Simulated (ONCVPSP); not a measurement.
Configuration tests for scandium (Sc) (ONCV)

Sc, optimised norm-conserving Vanderbilt (ONCV), made with ONCVPSP 4.0.1 (PBE, scalar-relativistic). Core [Ne], reference 3s2 3p6 3d1 4s1.5 (charge +0.5). Waves: 3s+4s: rc 1.90 bohr, ncon 4, nbas 8, qcut 8.4 1/bohr, 2 projectors; 3p: rc 1.05 bohr, ncon 4, nbas 7, qcut 9.2 1/bohr, 3 projectors, debl 3.3 Ha; 3d: rc 2.60 bohr, ncon 4, nbas 9, qcut 6.2 1/bohr, 1 projector. Local part: polynomial inside 0.70 bohr (lpopt 5, dvloc0 6.5 Ha). Core correction: polynomial model core, fcfact 0.2.

Energies are relative to the spin-unpolarised reference configuration 3s2 3p6 3d1 4s1.5; without spin polarisation the order of configurations can differ from experiment.

(1) Give the all-electron excitation energy and the error of the potential for: 3s2 3p6 3d1 4s2; 3s2 3p6 3d1 4s1; 3s2 3p6 3d1 4s0; 3s2 3p5 3d1 4s2.

Levels in the configuration 3s2 3p6 3d1 4s2:

| level | all-electron (eV) | pseudo (eV) |
| --- | --- | --- |
| 3s | -55.039 | -55.015 |
| 3p | -33.625 | -33.609 |
| 3d | -3.233 | -3.223 |
| 4s | -4.183 | -4.183 |

Note: ghosts flagged at negative energy: p at -21374.6 eV; GHOST(+) flags only above 600 eV. A true bound ghost makes a file unfit for plane-wave use.

Results:

(1)

```tsv
valence configuration	charge	ΔE all-electron (eV)	error AE − PS (meV)
3s2 3p6 3d1 4s2	0	-2.754	+0.2
3s2 3p6 3d1 4s1	+1	4.143	-0.6
3s2 3p6 3d1 4s0	+2	16.910	-8.9
3s2 3p5 3d1 4s2	+1	37.423	-129
```
